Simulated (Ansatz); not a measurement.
Consider the redistribution: `CC1=CC(C(F)(F)F)=[O+][Ti-]([OH])([F])([F])[O]1` + `[F][Ti]([F])([Cl])[Cl]` → `CC1=CC(C(F)(F)F)=[O+][Ti-]([F])([F])([F])[O]1` + `[OH][Ti]([F])([Cl])[Cl]`.

Computed with Ansatz on PBE0-D4/def2-TZVP structures; ΔE is electronic, products minus reactants. CCSD(T)/CBS adds triple-zeta CCSD(T) − MP2 to the extrapolated MP2 energy (def2 sets, frozen cores). DFT in def2-TZVPP. B3LYP here is the variant with VWN-RPA as its local correlation; programs differ in this. HSE06 is defined as in plane-wave codes. For Ti outer-core shells are correlated without core-valence functions, which leaves a few kJ/mol of doubt a bond. Scalar relativity is left out up to krypton. Each species was taken in one conformer, which may not be the lowest.

Problem. Is it downhill or uphill in electronic energy at CCSD(T)/CBS, and by how much? (Estimate.)

Solution. Computed: Downhill: ΔE = -9.4 kJ/mol.

Problem. What do these levels give: B3LYP-D4, HSE06-D4, BHLYP-D4, ωB97X-V, PBE-QIDH, r2SCAN, BHLYP, CAM-B3LYP, RPA@PBE/def2-TZVPP, CCSD/def2-SVP, HF/def2-QZVPP, CCSD/CBS(def2)? (An estimate is asked.)

Solution. Ansatz gave: B3LYP-D4 -8.4, HSE06-D4 -8.6, BHLYP-D4 -11.3, ωB97X-V -9.3, PBE-QIDH -9.7, r2SCAN -7.5, BHLYP -11.6, CAM-B3LYP -10.5, RPA@PBE/def2-TZVPP -4.5, CCSD/def2-SVP -11.8, HF/def2-QZVPP -15.6, CCSD/CBS(def2) -11.0 kJ/mol.

Largest T1 diagnostic among the species: 0.024, so the coupled-cluster value is less sure than usual.

In def2-TZVPP, CCSD(T) changes the Hartree–Fock value by +7.8 kJ/mol (the triples alone add +1.6 kJ/mol) and MP2 by +7.9 kJ/mol. Leaving LDA and LC-ωPBE aside and taking each functional with its dispersion term where it has one, the values, not all of them listed here, spread over 6.1 kJ/mol, from BHLYP-D4 to revPBE-D4. From BLYP to BHLYP (50 % exact exchange), in def2-TZVPP and without D4, ΔE moves by −4.6 kJ/mol.
